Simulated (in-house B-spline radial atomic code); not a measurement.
Sr²⁺. Computed with a B-spline radial atomic code. Model: non-relativistic spherical atom: semilocal Troullier-Martins pseudo-atom, one channel per l, against all electrons, high spin, G0W0 and RPA with empty states to l = 8, local potential for every l without a channel, a model core (radius 0 = none) keeps its share of the functional.

Without relativity these are model numbers for so heavy an element.

What the tables leave out is listed at the end.

The pseudopotential gives back the lowest level of each angular momentum of its own functional in the configuration it was made in; a second state of the same l is only approximately right. Exact exchange, RPA and GW see the smooth pseudo-orbitals and miss the exchange with the core, for which the functional's share stands in. The column with an uncorrelated core keeps all orbitals and exact exchange, and so separates missing core correlation from pseudisation. Only the three outermost levels and the lowest empty one were computed. RPA here is direct RPA, with no exchange kernel, and its energies carry an (l + 1/2)⁻⁴ tail. A hybrid on a potential with a model core restores only its own semilocal share of the core's exchange.

Command:
```bash
python run_psgw.py task.json out
```
Settings (lengths in bohr, energies in hartree):
```
Z                      38
electrons              36
configuration          [Ar] 3d10 4s2 4p6
generated_in           [Ar] 3d10 4s2 4p6
functional             pbe,pbe
core_shells            6
radius_factor          0.8
core_correction        True
```

Run time, properties included: 24 s on 1 thread of Arm Neoverse N1, with other jobs on the host.

Given: made with PBE; model core radius 0.893 bohr; local radius 1.043 bohr; mean-field start PBE.

Valence shells of the generating configuration: 4s, 4p.

Channel: s 0.963, p 1.064, d 1.495 (radii in bohr).

Computed: largest level miss in the spin-unpolarised generating configuration 0.001 eV; valence RPA correlation energy all-electron orbitals -0.3965 hartree; all-electron RPA polarisability, core included 5.4537 bohr³; pseudo-atom RPA polarisability 5.4785 bohr³.

```json
{"level": "4p", "occupied": "1", "mean-field all-electron (eV)": "-36.453", "mean-field pseudo minus all (eV)": "-0.001", "G0W0 all-electron (eV)": "-43.11", "G0W0 uncorrelated core minus all (eV)": "0.239", "G0W0 pseudo minus all (eV)": "0.119", "exchange self-energy all-electron (eV)": "-27.536", "exchange self-energy pseudo (eV)": "-22.95"}
```

Q: What is the valence RPA correlation energy pseudo?

A: -0.42786 hartree.

Given: mean-field start PBE0.

Computed: valence RPA correlation energy pseudo -0.39838 hartree; all-electron RPA polarisability, core included 5.0125 bohr³; pseudo-atom RPA polarisability 5.0942 bohr³.

| level | occupied | mean-field all-electron (eV) | mean-field pseudo minus all (eV) | G0W0 all-electron (eV) | G0W0 uncorrelated core minus all (eV) | G0W0 pseudo minus all (eV) | exchange self-energy all-electron (eV) | exchange self-energy pseudo (eV) |
| --- | --- | --- | --- | --- | --- | --- | --- | --- |
| 4p | 1 | -38.391 | 0.089 | -43.257 | 0.235 | 0.174 | -27.465 | -22.876 |
| 5s (empty) | 0 | -12.546 | -0.032 | -10.838 | 0.054 | -0.01 | -1.8664 | -1.1369 |

Q: What is the valence RPA correlation energy all-electron orbitals?

A: -0.37095 hartree.

Among the listed levels the largest G0W0 shift of the pseudo-atom is +0.17 eV, for 4p on the PBE0 start, while leaving the core uncorrelated moves that level by +0.23 eV. The rest, -0.06 eV, comes from pseudisation and the lost core exchange. Not in the tables (levels of low weight, unsolved or above zero; the highest and the empty levels are kept at any weight): on PBE the G0W0 levels 4s (pseudo minus all +0.41 eV, weights 0.58 and 0.56); on PBE0 the G0W0 levels 4s (pseudo minus all +0.72 eV, weights 0.72 and 0.72); no Hartree-Fock pseudo-atom is run with a model core.
